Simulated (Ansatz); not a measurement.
Calculated with Ansatz (gas phase, PBE0-D4/def2-TZVP geometries, no zero-point term in ΔE). CCSD(T)/CBS is the MP2 limit (def2-TZVPP, def2-QZVPP) plus CCSD(T) − MP2 in def2-TZVPP, frozen cores. Functionals use def2-TZVPP. B3LYP here is the variant with VWN-RPA as its local correlation; programs differ in this. HSE06 is defined as in plane-wave codes. def2 core potentials past Kr. For W outer-core shells are correlated without core-valence functions, which leaves a few kJ/mol of doubt a bond. One conformer a species, not always the lowest.

Consider the redistribution: `[CH3][W](=[NH])(=[NH])[Cl]` + `CB(C)O` → `[NH]=[W](=[NH])([OH])[Cl]` + `CB(C)C`.

| level | ΔE (kJ/mol) | difference from CCSD(T)/CBS |
| --- | --- | --- |
| LDA (SPW92) | 37.3 | -5.2 |
| revPBE-D4 | 30.9 | -11.6 |
| BLYP-D4 | 33.0 | -9.5 |
| r2SCAN-D4 | 32.1 | -10.4 |
| B97M-V | 29.5 | -13.0 |
| B3LYP-D4 | 35.6 | -6.9 |
| r2SCANh-D4 | 33.8 | -8.7 |
| r2SCAN0-D4 | 36.3 | -6.2 |
| HSE06-D4 | 37.1 | -5.4 |
| BHLYP-D4 | 38.4 | -4.1 |
| CAM-B3LYP-D4 | 34.9 | -7.6 |
| ωB97X-V | 32.9 | -9.6 |
| ωB97M-V | 37.7 | -4.8 |
| PBE-QIDH | 41.1 | -1.4 |
| PBE | 33.9 | -8.6 |
| revPBE | 32.8 | -9.7 |
| BLYP | 33.3 | -9.2 |
| r2SCAN | 32.0 | -10.5 |
| PBE0 | 36.5 | -6.0 |
| B3LYP | 35.5 | -7.0 |
| r2SCAN0 | 36.2 | -6.3 |
| HSE06 | 36.9 | -5.6 |
| BHLYP | 37.5 | -5.0 |
| CAM-B3LYP | 34.6 | -7.9 |
| LC-ωPBE | 31.0 | -11.5 |
| RPA@PBE/def2-TZVPP | 44.8 | 2.3 |
| HF/def2-SVP | 49.4 | 6.9 |
| MP2/def2-SVP | 59.4 | 16.9 |
| CCSD(T)/def2-SVP | 59.0 | 16.5 |
| HF/def2-TZVPP | 37.3 | -5.2 |
| MP2/def2-TZVPP | 47.1 | 4.6 |
| SCS-MP2/def2-TZVPP | 45.0 | 2.5 |
| CCSD/def2-TZVPP | 45.1 | 2.6 |
| CCSD(T)/def2-TZVPP | 45.0 | 2.5 |
| HF/def2-QZVPP | 38.1 | -4.4 |
| MP2/def2-QZVPP | 46.0 | 3.5 |
| SCS-MP2/def2-QZVPP | 44.1 | 1.6 |
| HF/CBS(def2) | 38.2 | -4.3 |
| MP2/CBS(def2) | 44.6 | 2.1 |
| CCSD/CBS(def2) | 42.6 | 0.1 |
| CCSD(T)/CBS | 42.5 | 0 |

Largest T1 diagnostic among the species: 0.020.

From BLYP to BHLYP (50 % exact exchange), in def2-TZVPP and without D4, ΔE moves by +4.2 kJ/mol. Leaving LDA and LC-ωPBE aside and taking each functional with its dispersion term where it has one, the values spread over 11.6 kJ/mol, from B97M-V to PBE-QIDH. LDA lies +3.3 kJ/mol from PBE without D4. In def2-TZVPP, CCSD(T) changes the Hartree–Fock value by +7.8 kJ/mol (the triples alone add −0.1 kJ/mol) and MP2 by +9.8 kJ/mol.
